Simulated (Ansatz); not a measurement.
`CBC1=CB1` + dimethylamine → `CBN(C)C` + `B1C=C1` at 600 K and 1 bar (ligand exchange at a B–C bond).

Gas-phase electronic energies from Ansatz, PBE0-D4/def2-TZVP geometries. CBS: MP2 limit from def2 TZ/QZ plus the TZ coupled-cluster correction, frozen cores. This one scheme is used for every species. One conformer a species, not always the lowest.

| species | CCSD(T)/CBS energy (Eh) | H − E (kJ/mol) | S (J/(mol·K)) |
| --- | --- | --- | --- |
| `CBC1=CB1` | -167.30439 | 273.3 | 415.1 |
| `CNC` | -135.00321 | 284.6 | 333.5 |
| `CBN(C)C` | -199.71235 | 416.6 | 440.0 |
| `B1C=C1` | -102.63332 | 141.4 | 285.3 |

H − E and S are ideal-gas, rigid-rotor, harmonic terms from PBE0-D4/def2-TZVP, for one conformer and one mirror image of each species. 1 Eh = 2625.50 kJ/mol, R = 8.31446 J/(mol·K).

**Question.** By hand: ΔE, ΔH, ΔS and ΔG.

**Answer.** ΔE = (-199.71235) + (-102.63332) − (-167.30439) − (-135.00321) = -0.03807 Eh = -100.0 kJ/mol. Δ(H − E) = 416.6 + 141.4 − 273.3 − 284.6 = 0.1, so ΔH = -99.9 kJ/mol. ΔS = 440.0 + 285.3 − 415.1 − 333.5 = -23.3 J/(mol·K). ΔG = -99.9 − 600 × (-23.3)/1000 = -85.9 kJ/mol.

**Question.** By hand: the equilibrium constant, and the temperature at which ΔG would vanish if ΔH and ΔS stayed fixed.

**Answer.** log₁₀ K = −ΔG/(RT ln 10) = 7.5. ΔG = 0 at ΔH/ΔS = 4288 K, far beyond where these terms or the molecules hold.

ΔH outweighs TΔS. A doubt of 5 kJ/mol in ΔE shifts log₁₀ K by 0.4 here. Other conformers and mirror images would add mixing entropy, several J/(mol·K) or more a flexible species. These are equilibria of isolated gas molecules and say nothing of rates. Largest T1 diagnostic: 0.012 (customary marks: 0.02 for closed shells, 0.045 for open ones).
